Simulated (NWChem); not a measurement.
BSiH5O; SMILES OB[SiH3]

```xyz
8

B     -0.5737    -0.7688    -0.0016
H     -1.7605    -1.0192    -0.0090
O      0.2380    -1.8444     0.0020
H      1.1773    -1.6281     0.0090
Si     0.0930     1.1580     0.0003
H     -0.4412     1.9085     1.1819
H     -0.3610     1.8773    -1.2335
H      1.5935     1.2340     0.0476
```
Atoms are numbered in this order, from 1.

Computed with NWChem. Pople sets run with spherical d functions. Geometry: optimised at PBE0/def2-SVP. Core excitations by TDA in a window of 1s orbitals, non-relativistic and unshifted: absolute energies depend strongly on the exact-exchange share.

| level | first 1s excitation (eV) | dipole oscillator strength of the first |
|---|---|---|
| Si K edge, BHandHLYP/def2-TZVP | 1822.4 | 0.0017 |
| Si K edge, PBE0/def2-TZVP | ___ | ___ |
| O K edge, B3LYP/6-311G** | 518.3 | 0.0188 |
| O K edge, PBE/6-311G** | 509.4 | 0.0148 |

**Question.** Complete the blanks.

**Answer.** 
- Si K edge, PBE0/def2-TZVP, first 1s excitation (eV): 1799.2
- Si K edge, PBE0/def2-TZVP, dipole oscillator strength of the first: 0.0005
